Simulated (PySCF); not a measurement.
A run for PySCF: R-HF/STO-3G on GeH4 (SMILES [GeH4]).

```python
from pyscf import gto, scf, dft, mp
from pyscf.data.elements import chemcore

mol = gto.M(
    atom='''
    Ge   -0.16707944   -0.04856921    3.64646870
    H    -0.39700569    0.03525509    5.16802884
    H    -0.59679462    1.28944940    3.02323694
    H    -1.02017138   -1.18810567    3.07656467
    H     1.32103610   -0.29882426    3.37808933
    ''',
    basis='sto-3g',
    charge=0, spin=0, verbose=3, max_memory=1800)
mf = scf.RHF(mol)
mf.conv_tol = 1e-8
mf.max_cycle = 100
mf.kernel()
if not mf.converged:
    mf = mf.newton().run(mf.mo_coeff, mf.mo_occ)
```

It printed:

```
converged SCF energy = -2054.07311664139
```

Self-consistency was reached.

Cost: around 0.08 core-seconds (rough).
